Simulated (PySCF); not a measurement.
# Relaxation of singlet [TlH2]+

All numbers come from PBE0 in PySCF with Tl def2-TZVP with ECP60, H def2-TZVP; scalar-relativistic core potentials, no spin–orbit coupling; density-fitted integrals. A (50,194) grid was used.

A hand-made linear start, of D∞h symmetry, held to at least that symmetry:

```xyz
3
charge 1 multiplicity 1, angstrom
Tl    0.0000    0.0000    0.0000
H     0.0000    0.0000    1.7248
H     0.0000    0.0000   -1.7248
```

At each step, columns x, y, z (Å) and Fx, Fy, Fz (eV/Å):

```
step 0  E − E(last) = 5.63 kJ/mol
Tl   0.000   0.000   0.000   0.000   0.000   0.000
H    0.000   0.000   1.725   0.000   0.000  -0.860
H    0.000   0.000  -1.725   0.000   0.000   0.860
step 1  E − E(last) = 1.03 kJ/mol
Tl   0.000   0.000   0.000   0.000   0.000   0.000
H    0.000   0.000   1.687   0.000   0.000  -0.392
H    0.000   0.000  -1.687   0.000   0.000   0.392
step 2  E − E(last) = 0.03 kJ/mol
Tl   0.000   0.000   0.000   0.000   0.000   0.000
H    0.000   0.000   1.656   0.000   0.000   0.068
H    0.000   0.000  -1.656   0.000   0.000  -0.068
step 3  E − E(last) = 0.00 kJ/mol
Tl   0.000   0.000   0.000   0.000   0.000   0.000
H    0.000   0.000   1.661   0.000   0.000  -0.004
H    0.000   0.000  -1.661   0.000   0.000   0.004
step 4  E − E(last) = 0.00 kJ/mol
Tl   0.000   0.000   0.000   0.000   0.000   0.000
H    0.000   0.000   1.660   0.000   0.000   0.000
H    0.000   0.000  -1.660   0.000   0.000   0.000
```

It ends at D∞h with Tl–H 1.660 Å (×2); H–Tl–H 180.0°. A frequency run shows a minimum. Other isomers or separated fragments may lie lower.

With an element this heavy the missing spin–orbit coupling can shift these numbers.

The relaxation took roughly 23 core-seconds on a shared host.
